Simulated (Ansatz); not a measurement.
# Which method gave which barrier?

Saddle point of SiH$_{2}$Cl$_{4}$, closed shell (SiCl₄ ([Cl][Si]([Cl])([Cl])[Cl]) + H₂ → SiHCl₃ ([Cl][SiH]([Cl])[Cl]) + HCl; bonds formed: Si1–H7, Cl2–H6; bonds broken: Si1–Cl2, H6–H7), PBE0-D4/def2-TZVP structure:

```xyz
7
angstrom
Si 0.0715 0.3943 0.0353
Cl -1.6198 -1.2261 -0.5812
Cl 0.0214 1.1949 -1.8191
Cl -1.1245 1.1305 1.4879
Cl 1.9404 1.0082 0.6974
H -0.0619 -1.4002 -0.0566
H 0.7729 -1.1016 0.2362
```

Ansatz 0.2.0; basis: def2-TZVPP, with def2-QZVPP for the basis limit; cores frozen in the correlated methods. Extrapolation: Hartree–Fock as exp(−7.88 √X), correlation as X^−2.97. Four methods, as single points on the PBE0-D4 structures, gave these electronic barriers from the start structure: 51.81, 56.11, 65.07, 77.24 kcal/mol.

Question: The methods were, in alphabetical order, BHLYP-D4, HF, PBE-D4, PBE0-D4. Which gave which? (Judge from chemistry; the calculation decides.)

Answer: By the calculation: PBE-D4 51.81; PBE0-D4 56.11; BHLYP-D4 65.07; HF 77.24 kcal/mol. For comparison, CCSD(T) at an estimated basis limit (MP2 extrapolated from triple and quadruple zeta, plus CCSD(T) − MP2 in triple zeta) gives 61.35 kcal/mol.

No T1 diagnostic of these runs exceeds 0.011. The start structure is not quite a true minimum (one mode of 30i cm⁻¹).

Labels in which every atom is bracketed show which atoms are joined, not bond orders.

For scale, one of the runs: CCSD(T)/def2-TZVPP, 238 basis functions, launched by `ansatz run in.yaml --threads 4 --pin off --events-out ev --progress --plain --max-ram 9574MiB`. Time: 110 s of wall clock on 4 CPU threads of an Arm Neoverse V2; the host was shared. Peak host memory: 3.9 GiB.
